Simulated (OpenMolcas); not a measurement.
# In²⁺: RASPT2 settings compared

| Property | Result |
| --- | --- |
| Program | OpenMolcas 26.06 |
| Basis | ANO-R1 [6s5p3d1f] |
| Scalar Hamiltonian | X2C, finite nucleus |
| Active space | 1 electron in 9 orbitals (RAS2 5s 5p; RAS3 5d, at most 1 electron) |
| State averaging | 2S+1 = 2 even, 1 root; 2S+1 = 2 odd, 3 roots |
| Spin-orbit coupling | state interaction with AMFI integrals over the reference wave functions, term energies averaged over their components |

Methods on the same reference wave functions:
A. RASSCF
B. XMS-RASPT2, IPEA 0.3 Eh, no level shift (closed shells correlated: 4d)
C. XMS-RASPT2, IPEA 0.75 Eh, sigma2 regulariser 0.2 Eh (closed shells correlated: 4d)

Energies in cm⁻¹ above 5s ²S_1/2, the measured ground level; measured values from Moore, Atomic Energy Levels, vol. III, NSRDS-NBS 35 (1971 reprint of NBS Circular 467, 1958).

```json
{"Level": "5s ²S_1/2", "A": "0.0", "B": "0.0", "C": "0.0", "Measured": "0.0"}
{"Level": "5p ²P°_1/2", "A": "55986", "B": "57700", "C": "57477", "Measured": "57181"}
{"Level": "5p ²P°_3/2", "A": "60136", "B": "61850", "C": "61628", "Measured": "61523"}
```

Deviations, from unrounded energies. A percentage is the sum of absolute deviations over the sum of measured energies, with the sign that they share, or ± where signs differ.

```tsv
Against measurement	Levels	A	B	C
mean absolute deviation (cm-1)	2	1300	420	200
other configurations (%)	2	-2.2	+0.7	+0.3
```

C lies closest to measurement on these levels and A furthest from it. The largest miss of C in the table is 5p ²P°_1/2, by +300 cm-1. The ranking rests on the paired levels alone, and a cruder setting can come out closer through cancelling errors.

Between B and C the level of the table that moves most is 5p ²P°_3/2, by 220 cm-1 (lowest in C, highest in B).

The lowest spin-free term lies below A's lowest term by 0.321 hartree in B, 0.319 hartree in C.

With one active electron outside closed inactive shells, the extra shells (5d) add no correlation to the reference. With one active electron the reference holds no correlation, so core polarisation is missing (holds for A). With one active electron, CASPT2 adds the correlation within the correlated inactive shells and between them and that electron, and leaves the splitting within a term as the reference gives it (holds for B; C). Measured partners are found by configuration, term and J. A level has none where our copy of the source lacks it or the pairing is in doubt (some pairs that miss far off the trend of their configuration count as doubtful), and it then counts in no deviation. Levels of configurations outside the active space are missing.

° marks odd parity.
